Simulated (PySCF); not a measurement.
PBE on Ti⁻ (titanium, charge -1), [Ar] 3d3 4s2, high-spin 4F determinant. Computed with PySCF 2.14 in aug-cc-pVTZ with one added diffuse shell each of s, p, d, f, g type (9s8p6d4f3g, 118 functions), with no relativity, point nucleus.

```
cycle= 1 E= -849.121608536392  delta_E= 0.00125  |g|= 0.096  |ddm|= 11.2
cycle= 2 E= -849.107462812812  delta_E= 0.0141  |g|= 0.221  |ddm|=  1.2
cycle= 3 E= -849.127353760576  delta_E= -0.0199  |g|= 0.0287  |ddm|= 1.07
cycle= 4 E= -849.127854494449  delta_E= -0.000501  |g|= 0.00272  |ddm|=  1.2
cycle= 5 E= -849.127862897739  delta_E= -8.4e-06  |g|= 0.000832  |ddm|= 0.988
cycle= 6 E= -849.127865470784  delta_E= -2.57e-06  |g|= 0.000187  |ddm|= 0.411
cycle= 7 E= -849.127866129187  delta_E= -6.58e-07  |g|= 4e-05  |ddm|= 0.342
cycle= 8 E= -849.127866165576  delta_E= -3.64e-08  |g|= 6.49e-06  |ddm|= 0.095
cycle= 9 E= -849.127866165612  delta_E= -3.62e-11  |g|= 1.57e-07  |ddm|= 0.00319
converged SCF energy = -849.127866165612  <S^2> = 4.7426788  2S+1 = 4.4688606
```

Highest occupied orbital energy: 0.583 eV; ⟨L²⟩ = 12.01; populations by l: s 8.00, p 12.00, d 3.00, f 0.00.

Task: Can this result be used?

Result: With care. The calculation finished and met its thresholds. ⟨S²⟩ = 4.74 against 3.75 shows spin contamination. At PBE the highest occupied level has a positive energy, so only the finite basis holds that electron; in a semilocal or global hybrid functional this comes from self-interaction and does not mean that the real anion is unbound.
